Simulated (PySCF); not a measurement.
Species: C6H14GaNO.
SMILES: `C/N=[CH]/[GaH2-][O+]1CCCC1`

Method used: PySCF 2.14.0, density-fitted response routines, TDDFT CAM-B3LYP/def2-SVPD, vertical, gas phase, core orbitals frozen in the response. Isolated species at its PBE0-D3(BJ)/def2-SVP geometry (one conformer only). The CAM-B3LYP/def2-SVPD calculation is non-relativistic and has no spin–orbit coupling, an omission that weighs most on gallium.

Computed states:

| state | E (eV) | f |
| --- | --- | --- |
| S1 | 4.33 | 0.0030 |
| S2 | 5.76 | 0.020 |
| S3 | 6.22 | 0.021 |
| S4 | 6.64 | 0.014 |
| S5 | 6.79 | 0.039 |
| S6 | 6.80 | 0.183 |
| S7 | 6.93 | 0.012 |
| S8 | 7.07 | 0.204 |
| S9 | 7.29 | 0.0091 |
| S10 | 7.33 | 0.078 |

Each state is given a Gaussian of 0.3 eV full width at half maximum, with ε(max) = 2.175×10⁸ f / Δν̃ (Δν̃ the width in cm⁻¹). The width is an assumption, not a result. The curve ends short of the highest state used, and states not computed would add to its high-energy end.

(1) What does the envelope look like, and where are its maxima?

(2) Coming from long wavelengths, where does ε first pass 100 L mol⁻¹ cm⁻¹?

(3) On this curve, what absorbance would a 10⁻⁴ mol/L sample give at 308 nm over a 1 cm path?

Results:

(1) 
| E (eV) | ε (L mol⁻¹ cm⁻¹) |
| --- | --- |
| 3.88 | 1 |
| 4.00 | 9 |
| 4.13 | 79 |
| 4.25 | 221 |
| 4.38 | 249 |
| 4.50 | 110 |
| 4.62 | 20 |
| 4.75 | 1 |
| 4.87 | 0 |
| 5.00 | 0 |
| 5.12 | 0 |
| 5.25 | 1 |
| 5.37 | 15 |
| 5.49 | 182 |
| 5.62 | 969 |
| 5.74 | 1800 |
| 5.87 | 1335 |
| 5.99 | 756 |
| 6.11 | 1364 |
| 6.24 | 1882 |
| 6.36 | 1188 |
| 6.49 | 1878 |
| 6.61 | 7963 |
| 6.74 | 19894 |

Maxima: 286 nm (4.33 eV), ε about 270, made up of S1 (100%); 215 nm (5.76 eV), ε about 1800, made up of S2 (100%); 199 nm (6.22 eV), ε about 1900, made up of S3 (100%) (ε in L mol⁻¹ cm⁻¹; maxima over ε = 5, shares over 10%). At its high-energy end, 6.74 eV, the curve is still rising (ε about 20000, from S5 and S6).

(2) At about 299 nm (4.15 eV), 0.18 eV below S1.

(3) 308 nm is 4.025 eV, where ε is about 16 L mol⁻¹ cm⁻¹, so A = ε c l ≈ 0.0016 (Beer–Lambert, with the gas-phase spectrum and the assumed width).

The vertical ionisation energy (ΔSCF) is 8.19 eV, 0.86 eV above S10.
